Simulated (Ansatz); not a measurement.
`C[SiH2][SiH2][SiH3]` → C• + 10 H• + 3 Si•  (atomization)

Program: Ansatz. Geometries: PBE0-D4/def2-TZVP. ΔE: electronic, gas phase. CCSD(T)/CBS adds triple-zeta CCSD(T) − MP2 to the extrapolated MP2 energy (def2 sets, frozen cores). This one scheme is used for every species, atoms too. For atomizations the MP2-based limit and the directly extrapolated one differ by several kJ/mol either way, and by 10 to 25 for some Ge, Se and Sn compounds, so smaller differences from it don't rank the levels. Functionals use def2-TZVPP. B3LYP here is the variant with VWN-RPA as its local correlation; programs differ in this. HSE06 is defined as in plane-wave codes. Open shells (•) are unrestricted, without spin–orbit coupling. Spin–orbit coupling would lower the free atoms: a little for C, Si. Each species was taken in one conformer, which may not be the lowest.

```
       level  ΔE (kcal/mol)  difference from CCSD(T)/CBS
      PBE-D4         1044.4                         -8.8
   revPBE-D4         1031.4                        -21.8
  r2SCANh-D4         1050.5                         -2.7
CAM-B3LYP-D4         1054.7                          1.5
      r2SCAN         1050.7                         -2.5
       B3LYP         1040.6                        -12.6
       HSE06         1038.2                        -15.0
   CAM-B3LYP         1048.3                         -4.9
 HF/def2-SVP          806.6                       -246.6
MP2/def2-SVP          978.7                        -74.5
 CCSD(T)/CBS         1053.2                            0
```

Problem. What do rigid-rotor, harmonic-oscillator terms from PBE0-D4/def2-TZVP frequencies (298.15 K, 1 bar) make of the CCSD(T)/CBS value? (Estimate.)

Solution. Ansatz gave: ΔZPE = -59.8 kcal/mol, ΔH = +1007.8 kcal/mol, ΔS = 1419 J/(mol·K), ΔG = +906.7 kcal/mol. Open shells count their whole term as degenerate. Modes under 50 cm⁻¹ make the entropy rough.

Largest T1 diagnostic among the species: 0.012.

Leaving LDA and LC-ωPBE aside and taking each functional with its dispersion term where it has one, the values, not all of them listed here, spread over 29.3 kcal/mol, from revPBE-D4 to ωB97X-V. LDA lies +119.8 kcal/mol from PBE without D4, its usual overbinding. The D4 term adds +11.7 kcal/mol with B3LYP and +6.2 kcal/mol with PBE0; it sums over pairs of atoms, weighted by their polarisabilities, and B3LYP, whose exchange is more repulsive, gets the larger term.
